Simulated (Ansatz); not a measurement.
C$_{2}$H$_{7}$NOSi (`OC1C[SiH2]N1`) at its PBE0-D4/def2-TZVP geometry, where that method's forces vanish. Total charge 0; spin multiplicity 1.

```tsv
atom	x (Å)	y (Å)	z (Å)
O1	-1.799	0.436	0.771
C2	-0.456	0.018	0.737
C3	-0.281	-1.054	-0.361
Si4	1.070	0.050	-1.058
N5	0.476	1.016	0.237
H6	-1.886	1.141	1.419
H7	-0.167	-0.349	1.733
H8	0.005	-2.033	0.019
H9	-1.189	-1.146	-0.956
H10	0.944	0.615	-2.431
H11	2.469	-0.453	-0.930
H12	0.813	1.761	0.820
```

(1) For each bond, give half the difference of the two atoms' forces along it (eV/Å; positive pushes the atoms apart) under PBE-D4, r2SCAN-D4, B3LYP-D4, ωB97M-V in def2-TZVPP. (An estimate is asked.)

## Answers

(1) Ansatz gave: 
```tsv
bond	length (Å)	PBE-D4	r2SCAN-D4	B3LYP-D4	ωB97M-V
O1–C2	1.408	0.34	0.27	0.26	0.20
O1–H6	0.961	0.38	0.01	-0.06	-0.10
C2–C3	1.545	0.04	0.09	0.14	0.09
C2–N5	1.454	0.10	0.17	0.19	0.18
C2–H7	1.100	0.03	-0.12	-0.21	-0.21
C3–Si4	1.879	0.10	0.06	0.20	0.10
C3–H8	1.089	0.07	-0.05	-0.10	-0.08
C3–H9	1.089	0.08	-0.05	-0.11	-0.08
Si4–N5	1.722	0.16	0.03	0.16	0.14
Si4–H10	1.490	0.00	-0.03	-0.15	-0.16
Si4–H11	1.492	0.00	-0.03	-0.14	-0.15
N5–H12	1.005	0.13	-0.04	-0.10	-0.11
```

B3LYP here is the variant with VWN-RPA as its local correlation; programs differ in this.
